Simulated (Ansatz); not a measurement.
**Molecular dynamics of C3H11NSi**

input.yaml

```yaml
crystal:
  periodic: [false, false, false]
  atoms:
    - { symbol: Si, position_ang: [-0.003803, -0.001827, 0.016803] }
    - { symbol: "N", position_ang: [0.054058, -0.19002, 1.776669] }
    - { symbol: H, position_ang: [-0.674928, -0.643827, 2.302257] }
    - { symbol: H, position_ang: [0.790808, 0.197517, 2.3429] }
    - { symbol: C, position_ang: [1.795296, 0.08282, -0.604905] }
    - { symbol: H, position_ang: [2.32511, -0.843794, -0.362244] }
    - { symbol: H, position_ang: [1.82379, 0.22575, -1.690631] }
    - { symbol: H, position_ang: [2.333812, 0.918014, -0.142911] }
    - { symbol: C, position_ang: [-0.924915, 1.576778, -0.539193] }
    - { symbol: H, position_ang: [-1.961401, 1.566454, -0.184739] }
    - { symbol: H, position_ang: [-0.43849, 2.471336, -0.135386] }
    - { symbol: H, position_ang: [-0.936826, 1.655968, -1.632523] }
    - { symbol: C, position_ang: [-0.906085, -1.522031, -0.693775] }
    - { symbol: H, position_ang: [-1.915144, -1.613322, -0.275598] }
    - { symbol: H, position_ang: [-1.000708, -1.443293, -1.782517] }
    - { symbol: H, position_ang: [-0.352775, -2.436623, -0.457606] }
basis:
  gaussian: { orbitals: "6-31G" }
hamiltonian:
  xc: pbe0
md:
  timestep: 0.5
  n_steps: 150
  ensemble: nvt_langevin
  temperature: 700.0
  initial_velocities: maxwell_boltzmann
  seed: 232222
  friction: 0.02
```

Launched with:

```bash
$ ansatz run input.yaml --threads 1 --pin off --max-ram 2048MiB --backend cpu --events-out ev --progress --plain --runs-dir out
```

It starts from a relaxed structure.

Output, in part (one step line in 3, the closing report, with atoms numbered from 0):

```
md step     0: t =     0.00 fs  T =   656.3 K  F+E_penalty+E_count = -12648.21407556 eV  E_kin = 1.357230 eV  (24 SCF iters)
md step     3: t =     1.50 fs  T =   494.0 K  F+E_penalty+E_count = -12647.94501691 eV  E_kin = 1.021735 eV  (24 SCF iters)
md step     6: t =     3.00 fs  T =   330.4 K  F+E_penalty+E_count = -12647.64914005 eV  E_kin = 0.683355 eV  (24 SCF iters)
md step     9: t =     4.50 fs  T =   319.2 K  F+E_penalty+E_count = -12647.64227819 eV  E_kin = 0.660182 eV  (24 SCF iters)
md step    12: t =     6.00 fs  T =   265.6 K  F+E_penalty+E_count = -12647.52386455 eV  E_kin = 0.549254 eV  (24 SCF iters)
md step    15: t =     7.50 fs  T =   205.0 K  F+E_penalty+E_count = -12647.31388879 eV  E_kin = 0.424060 eV  (24 SCF iters)
md step    18: t =     9.00 fs  T =   286.2 K  F+E_penalty+E_count = -12647.46778706 eV  E_kin = 0.591815 eV  (24 SCF iters)
md step    21: t =    10.50 fs  T =   452.7 K  F+E_penalty+E_count = -12647.82119888 eV  E_kin = 0.936273 eV  (24 SCF iters)
md step    24: t =    12.00 fs  T =   443.0 K  F+E_penalty+E_count = -12647.79272845 eV  E_kin = 0.916274 eV  (24 SCF iters)
md step    27: t =    13.50 fs  T =   365.0 K  F+E_penalty+E_count = -12647.61352217 eV  E_kin = 0.754972 eV  (24 SCF iters)
md step    30: t =    15.00 fs  T =   364.6 K  F+E_penalty+E_count = -12647.59386879 eV  E_kin = 0.753994 eV  (24 SCF iters)
md step    33: t =    16.50 fs  T =   284.9 K  F+E_penalty+E_count = -12647.53166942 eV  E_kin = 0.589205 eV  (24 SCF iters)
md step    36: t =    18.00 fs  T =   242.0 K  F+E_penalty+E_count = -12647.39462571 eV  E_kin = 0.500513 eV  (23 SCF iters)
md step    39: t =    19.50 fs  T =   395.2 K  F+E_penalty+E_count = -12647.56561627 eV  E_kin = 0.817270 eV  (23 SCF iters)
md step    42: t =    21.00 fs  T =   463.3 K  F+E_penalty+E_count = -12647.78458347 eV  E_kin = 0.958167 eV  (25 SCF iters)
md step    45: t =    22.50 fs  T =   410.5 K  F+E_penalty+E_count = -12647.79476144 eV  E_kin = 0.849072 eV  (23 SCF iters)
md step    48: t =    24.00 fs  T =   398.6 K  F+E_penalty+E_count = -12647.76008728 eV  E_kin = 0.824359 eV  (23 SCF iters)
md step    51: t =    25.50 fs  T =   477.0 K  F+E_penalty+E_count = -12647.76102336 eV  E_kin = 0.986453 eV  (23 SCF iters)
md step    54: t =    27.00 fs  T =   484.4 K  F+E_penalty+E_count = -12647.67397288 eV  E_kin = 1.001769 eV  (24 SCF iters)
md step    57: t =    28.50 fs  T =   410.9 K  F+E_penalty+E_count = -12647.46226842 eV  E_kin = 0.849722 eV  (24 SCF iters)
md step    60: t =    30.00 fs  T =   408.0 K  F+E_penalty+E_count = -12647.47067851 eV  E_kin = 0.843761 eV  (24 SCF iters)
md step    63: t =    31.50 fs  T =   481.9 K  F+E_penalty+E_count = -12647.48117175 eV  E_kin = 0.996621 eV  (24 SCF iters)
md step    66: t =    33.00 fs  T =   496.5 K  F+E_penalty+E_count = -12647.40652585 eV  E_kin = 1.026815 eV  (24 SCF iters)
md step    69: t =    34.50 fs  T =   537.2 K  F+E_penalty+E_count = -12647.36384695 eV  E_kin = 1.111100 eV  (24 SCF iters)
md step    72: t =    36.00 fs  T =   588.8 K  F+E_penalty+E_count = -12647.40246886 eV  E_kin = 1.217658 eV  (24 SCF iters)
md step    75: t =    37.50 fs  T =   639.0 K  F+E_penalty+E_count = -12647.45278038 eV  E_kin = 1.321570 eV  (24 SCF iters)
md step    78: t =    39.00 fs  T =   663.2 K  F+E_penalty+E_count = -12647.36507782 eV  E_kin = 1.371514 eV  (24 SCF iters)
md step    81: t =    40.50 fs  T =   590.0 K  F+E_penalty+E_count = -12647.40155458 eV  E_kin = 1.220207 eV  (23 SCF iters)
md step    84: t =    42.00 fs  T =   691.7 K  F+E_penalty+E_count = -12647.51944656 eV  E_kin = 1.430650 eV  (23 SCF iters)
md step    87: t =    43.50 fs  T =   721.3 K  F+E_penalty+E_count = -12647.44032879 eV  E_kin = 1.491680 eV  (24 SCF iters)
md step    90: t =    45.00 fs  T =   548.4 K  F+E_penalty+E_count = -12647.18867258 eV  E_kin = 1.134212 eV  (24 SCF iters)
md step    93: t =    46.50 fs  T =   588.1 K  F+E_penalty+E_count = -12647.32649300 eV  E_kin = 1.216380 eV  (24 SCF iters)
md step    96: t =    48.00 fs  T =   575.5 K  F+E_penalty+E_count = -12647.47505059 eV  E_kin = 1.190298 eV  (24 SCF iters)
md step    99: t =    49.50 fs  T =   502.4 K  F+E_penalty+E_count = -12647.41087548 eV  E_kin = 1.039135 eV  (24 SCF iters)
md step   102: t =    51.00 fs  T =   468.1 K  F+E_penalty+E_count = -12647.32491557 eV  E_kin = 0.968206 eV  (24 SCF iters)
md step   105: t =    52.50 fs  T =   530.7 K  F+E_penalty+E_count = -12647.46453788 eV  E_kin = 1.097494 eV  (25 SCF iters)
md step   108: t =    54.00 fs  T =   603.2 K  F+E_penalty+E_count = -12647.48692759 eV  E_kin = 1.247574 eV  (24 SCF iters)
md step   111: t =    55.50 fs  T =   497.6 K  F+E_penalty+E_count = -12647.31986730 eV  E_kin = 1.029067 eV  (24 SCF iters)
md step   114: t =    57.00 fs  T =   572.8 K  F+E_penalty+E_count = -12647.29329859 eV  E_kin = 1.184552 eV  (24 SCF iters)
md step   117: t =    58.50 fs  T =   584.8 K  F+E_penalty+E_count = -12647.36672560 eV  E_kin = 1.209426 eV  (24 SCF iters)
md step   120: t =    60.00 fs  T =   645.3 K  F+E_penalty+E_count = -12647.33892353 eV  E_kin = 1.334537 eV  (23 SCF iters)
md step   123: t =    61.50 fs  T =   640.2 K  F+E_penalty+E_count = -12647.21327361 eV  E_kin = 1.324126 eV  (24 SCF iters)
md step   126: t =    63.00 fs  T =   691.0 K  F+E_penalty+E_count = -12647.36517455 eV  E_kin = 1.429185 eV  (24 SCF iters)
md step   129: t =    64.50 fs  T =   738.3 K  F+E_penalty+E_count = -12647.50832548 eV  E_kin = 1.526826 eV  (23 SCF iters)
md step   132: t =    66.00 fs  T =   618.4 K  F+E_penalty+E_count = -12647.19414762 eV  E_kin = 1.279006 eV  (24 SCF iters)
md step   135: t =    67.50 fs  T =   693.7 K  F+E_penalty+E_count = -12647.09168094 eV  E_kin = 1.434676 eV  (24 SCF iters)
md step   138: t =    69.00 fs  T =   565.3 K  F+E_penalty+E_count = -12646.99012569 eV  E_kin = 1.169194 eV  (24 SCF iters)
md step   141: t =    70.50 fs  T =   514.9 K  F+E_penalty+E_count = -12646.84512872 eV  E_kin = 1.064804 eV  (24 SCF iters)
md step   144: t =    72.00 fs  T =   511.3 K  F+E_penalty+E_count = -12646.72702237 eV  E_kin = 1.057449 eV  (24 SCF iters)
md step   147: t =    73.50 fs  T =   618.4 K  F+E_penalty+E_count = -12646.96655650 eV  E_kin = 1.279024 eV  (26 SCF iters)
md step   150: t =    75.00 fs  T =   768.0 K  F+E_penalty+E_count = -12647.28433772 eV  E_kin = 1.588405 eV  (25 SCF iters)
Total energy: -12647.28435909 eV, -464.7791275595 hartree
Atom 0 at     0.104428     0.039326     0.343560 Å, force    -1.153351     1.442941     2.509735 eV/Å
Atom 1 at    -0.011596    -0.154863     2.174094 Å, force     3.543677     0.550202    -2.401469 eV/Å
Atom 2 at    -0.816664    -0.406974     2.628242 Å, force    -2.275752    -0.630534     1.370019 eV/Å
Atom 3 at     0.870517    -0.396132     2.649923 Å, force    -0.969692     0.357639    -0.188234 eV/Å
Atom 4 at     1.930494    -0.011898     0.020613 Å, force     1.230963     0.311422     1.467791 eV/Å
Atom 5 at     2.399327    -0.962041     0.288575 Å, force    -0.244574    -0.381061    -0.239225 eV/Å
Atom 6 at     2.177248     0.222686    -0.997914 Å, force     0.342731     0.328463    -0.535939 eV/Å
Atom 7 at     2.433921     0.691598     0.752360 Å, force    -0.541075    -0.217830    -1.058384 eV/Å
Atom 8 at    -0.812603     1.583257    -0.360823 Å, force    -1.604335    -1.054535    -1.404063 eV/Å
Atom 9 at    -1.887556     1.169497    -0.434075 Å, force     1.263571     0.630659     0.030404 eV/Å
Atom 10 at    -0.933150     2.533901     0.137399 Å, force     0.582392     0.292955     0.448170 eV/Å
Atom 11 at    -0.520461     1.758377    -1.438181 Å, force    -0.078426    -0.056939     0.964470 eV/Å
Atom 12 at    -0.928085    -1.324888    -0.367684 Å, force     1.236556    -1.166494    -0.206663 eV/Å
Atom 13 at    -1.860208    -1.468538     0.220428 Å, force     0.098706     0.419540    -1.134254 eV/Å
Atom 14 at    -0.902422    -1.147357    -1.485881 Å, force    -0.931431    -0.807311     1.171870 eV/Å
Atom 15 at    -0.304854    -2.204002    -0.072896 Å, force    -0.499961    -0.019117    -0.794228 eV/Å
Dipole moment:     0.110518    -0.172794    -0.022357 e Å
```

The run went to its last step. The mean temperature of the second half is 14 % below the set value. A run of 0.075 ps of so small a system gives no equilibrium averages. Limits of this set-up: no polarisation functions.

The same pairs are bonded in the first frame and the last. Pairs count as bonded within 1.25 times the sum of covalent radii (0.12 Å more for H–H).

Last frame:

```xyz
16
Properties=species:S:1:pos:R:3
Si 0.104 0.039 0.344
N -0.012 -0.155 2.174
H -0.817 -0.407 2.628
H 0.871 -0.396 2.650
C 1.931 -0.012 0.021
H 2.399 -0.962 0.289
H 2.177 0.223 -0.998
H 2.434 0.692 0.752
C -0.813 1.583 -0.361
H -1.888 1.169 -0.434
H -0.933 2.534 0.137
H -0.520 1.758 -1.438
C -0.928 -1.325 -0.368
H -1.860 -1.468 0.220
H -0.902 -1.147 -1.486
H -0.305 -2.204 -0.073
```

The run took 13 min on 1 thread of Arm Neoverse V1, with other jobs on the host, peak memory 0.17 GiB.
